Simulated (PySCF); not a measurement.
## Dipole moment and polarisability of `C[Si@@H](N)C[SiH3]`

Species: C2H11NSi2.
Cartesian coordinates in Å at the PBE0-D3(BJ)/def2-SVP level; atoms count from 1:
```xyz
16
C2H11NSi2 angstrom
C     -2.199    0.990   -0.191
Si    -0.650    0.148    0.443
N     -0.917   -1.570    0.396
C      0.840    0.518   -0.642
Si     2.443   -0.304   -0.119
H     -2.077    2.084   -0.191
H     -3.071    0.754    0.441
H     -2.425    0.663   -1.218
H     -0.348    0.701    1.812
H     -1.761   -1.936    0.825
H     -0.138   -2.188    0.602
H      1.002    1.610   -0.651
H      0.602    0.213   -1.676
H      3.573    0.034   -1.040
H      2.293   -1.795   -0.112
H      2.825    0.121    1.264
```

Level: CAM-B3LYP/def2-SVPD (PySCF), static field, nuclei fixed, core orbitals frozen in the response. The polarisability tensor in these axes (au):

```
x   101.48  -3.96  -1.33
y    -3.96  82.83  -1.10
z    -1.33  -1.10  78.87
```

**Question.** What are the eigenvalues, a third of the trace, and Δα (Δα² = ½Σ(αi − αj)² over the three pairs)?

**Answer.** Principal values 78.33, 82.51 and 102.33 au; mean 87.73 au = 13.00 Å³ = 14.46 × 10⁻⁴⁰ C²·m²/J; Δα = 22.21 au (25 % of the mean).

**Question.** What is the dipole moment, and where does it point?

**Answer.** (-0.84, -0.03, 0.03) D, 0.84 D in size, pointing from the negative to the positive side. Measured along this direction, the outermost atoms are H14 at the negative end and H7 at the positive end.

**Question.** Find the Langevin capture rate constant for H3+ (3.023 u) meeting this molecule (105.043 u), k = 2.342 × 10⁻⁹ cm³/s × √(α in Å³ / reduced mass in u).

**Answer.** The reduced mass is 2.94 u, so k = 4.93 × 10⁻⁹ cm³/s. The formula leaves out the permanent dipole, which adds to the capture rate.

**Question.** Orientational against electronic polarisability at 298 K (dilute gas, rigid molecules)?

**Answer.** In Gaussian units μ²/3kT = 5.69 Å³ against 13.00 Å³, a ratio of 0.44; the Debye molar polarisation (4π/3)N_A(α + μ²/3kT) is 47.2 cm³/mol, leaving out the vibrational part.

**Question.** What are the principal values of the traceless quadrupole moment, Θ = ½Σq(3rr − r²1), about the centre of nuclear charge?

**Answer.** -4.86, -1.36, 6.22 D·Å. The values depend on the origin, since the dipole doesn't vanish. The electronic extent ⟨r²⟩ about the same centre is 975 bohr², a root-mean-square distance of 2.17 Å for the 58 electrons.

Isolated species at its PBE0-D3(BJ)/def2-SVP geometry (one conformer only).
